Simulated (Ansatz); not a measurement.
`[BH2][GeH2][Cl]` + `C1[O][GeH2][O]1` → `[BH2][GeH]1[O]C[O]1` + `[Cl][GeH3]`  (formal exchange of groups at a B–Ge bond)

Program: Ansatz. Geometries: PBE0-D4/def2-TZVP. ΔE: electronic, gas phase. CCSD(T)/CBS is the MP2 limit (def2-TZVPP, def2-QZVPP) plus CCSD(T) − MP2 in def2-TZVPP, frozen cores. Functionals use def2-TZVPP. B3LYP here is the variant with VWN-RPA as its local correlation; programs differ in this. For Ge outer-core shells are correlated without core-valence functions, which leaves a few kJ/mol of doubt a bond. Scalar relativity is left out up to krypton.

Task: Is it downhill or uphill in electronic energy at CCSD(T)/CBS, and by how much? (An estimate is asked.)

Result: Ansatz gave: Nearly level: ΔE = +0.3 kJ/mol.

Task: What do these levels give: PBE-D4, r2SCAN-D4, PBE0-D4, B3LYP-D4, ωB97M-V, B3LYP, HF/def2-TZVPP, SCS-MP2/def2-TZVPP, CCSD(T)/def2-TZVPP, MP2/def2-QZVPP, SCS-MP2/def2-QZVPP, HF/CBS(def2)? (Best estimate.)

Result: Ansatz gave: PBE-D4 -1.9, r2SCAN-D4 -0.9, PBE0-D4 -0.6, B3LYP-D4 -1.8, ωB97M-V -0.2, B3LYP -1.8, HF/def2-TZVPP -0.8, SCS-MP2/def2-TZVPP -0.2, CCSD(T)/def2-TZVPP -0.3, MP2/def2-QZVPP 0.7, SCS-MP2/def2-QZVPP 0.1, HF/CBS(def2) -0.7 kJ/mol.

Largest T1 diagnostic among the species: 0.013.
